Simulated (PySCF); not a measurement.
## Assigning NMR signals

Geometry (Å), atoms numbered from 1 in this order:
```xyz
21

C    -1.4912    0.9303    0.1637
O    -0.9650   -0.3341    0.5618
C    -1.2847   -1.3977   -0.3291
B     0.5699   -0.3657    1.1720
C     0.4933    0.6684    2.3620
N     0.4354    1.4592    3.2096
C     1.6000    0.0254    0.0314
C     3.0057   -0.5083    0.1582
C     2.1233   -1.0158   -0.9329
H    -1.0454    1.2445   -0.7929
H    -2.5820    0.8405    0.0674
H    -1.2394    1.6456    0.9545
H    -0.9033   -2.3183    0.1249
H    -2.3774   -1.4485   -0.4364
H    -0.8064   -1.2348   -1.3067
H     0.6686   -1.5179    1.5586
H     1.5525    1.0451   -0.3706
H     3.2229   -1.1730    0.9991
H     3.8339    0.1531   -0.1110
H     2.3482   -0.7097   -1.9587
H     1.7444   -2.0393   -0.8474
```

Non-relativistic Hamiltonian, a single conformation, averaged over atoms made equivalent by symmetry, fast rotation or ring inversion, gas phase. Geometry: PBE0-D3(BJ)/def2-SVP; NMR shieldings at PBE/pcSseg-1/GIAO; PySCF 2.14.0 with density-fitted response routines.

Chemical shifts δ = σref − σ; ¹³C (σref 180.03) and ¹H (σref 31.20) against TMS, all at this level.

**Question.** Assign these signals to the numbered atoms. ¹³C{¹H} NMR (computed): δ 130.4 (C), 65.6 (CH3), 8.8 (CH2), 3.1 (CH2), 0.0 (CH).

**Answer.** 
130.4 → C5, nitrile carbon: C≡N carbons fall here, among the sp2 signals but without a proton
65.6 → C1/C3, methyl carbon bonded to O: the inductive effect lowers its shielding
8.8 → C9, three-membered-ring carbon: carbons of three-membered rings are unusually shielded
3.1 → C8, three-membered-ring carbon
0.0 → C7, three-membered-ring carbon

**Question.** Assign these signals to the numbered atoms. ¹H NMR (600 MHz, computed): δ 3.74 (s, 6H), 2.37 (br, 1H), 0.56 (m, 1H), 0.49 (m, 1H), 0.13 (m, 1H), 0.10 (m, 1H), -0.28 (m, 1H).

**Answer.** 
```tsv
δ (ppm)	atoms	environment	reason
3.74	H10/H11/H12/H13/H14/H15	hydrogen on a methyl carbon bonded to O	its carbon carries O, which withdraws density
2.37	H16	hydrogen on a boron bonded to 2 C, O	–
0.56	H19	hydrogen on a three-membered-ring carbon	cyclopropane-type protons are shielded by the ring
0.49	H20	hydrogen on a three-membered-ring carbon	–
0.13	H18	hydrogen on a three-membered-ring carbon	–
0.10	H21	hydrogen on a three-membered-ring carbon	–
-0.28	H17	hydrogen on a three-membered-ring carbon	–
```

H19 and H20; H18 and H21 lie closer than the usual error of such a calculation, so a measured spectrum could show them in the other order.

Hydrogens on boron are broadened and split by ¹¹B (spin 3/2, 80 %) and 10B (spin 3). A carbon bonded to boron is broadened by the quadrupolar boron nucleus and is often missing from a measured spectrum. Shifts are as computed. Against solution values, carbons near 30 ppm lie about +2 ppm off and those near 130 ppm about +2 ppm. Of 1309 compounds with measured shifts, 239 miss one by over three times the rms of a fit or turn the order of signals round; such compounds aren't used in these exercises. No couplings were computed; multiplicities are counted from neighbouring protons, with m where these are inequivalent, close in shift, in a saturated or five-membered ring or joined by F or P, and br s for small geminal =CH2 splittings.
